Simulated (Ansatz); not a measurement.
`C[O][In]([NH2])[F]` + `[F][Al]([SH])[Cl]` → `C[O][In]([NH2])[SH]` + `[F][Al]([F])[Cl]`  (redistribution)

Gas-phase electronic energies from Ansatz, PBE0-D4/def2-TZVP geometries. CCSD(T)/CBS is the MP2 limit (def2-TZVPP, def2-QZVPP) plus CCSD(T) − MP2 in def2-TZVPP, frozen cores. This one scheme is used for every species. DFT in def2-TZVPP. def2 core potentials past Kr. For In outer-core shells are correlated without core-valence functions, which leaves a few kJ/mol of doubt a bond. Each species was taken in one conformer, which may not be the lowest.

```
  level  ΔE (kcal/mol)
 r2SCAN          -21.5
r2SCANh          -22.1
```

Task: What does CCSD(T)/CBS give? (An estimate is asked.)

Result: Computed: -23.2 kcal/mol. The listed levels differ from it by 1.7, 1.1 kcal/mol.

Largest T1 diagnostic among the species: 0.016.

From BLYP to BHLYP (50 % exact exchange), in def2-TZVPP and without D4, ΔE moves by −2.7 kcal/mol. At CCSD(T), def2-SVP lies +0.9 kcal/mol from the extrapolated value and def2-TZVPP −0.5 kcal/mol. Leaving LDA and LC-ωPBE aside and taking each functional with its dispersion term where it has one, the values, not all of them listed here, spread over 3.9 kcal/mol, from BHLYP-D4 to revPBE-D4. LDA lies −2.1 kcal/mol from PBE without D4.
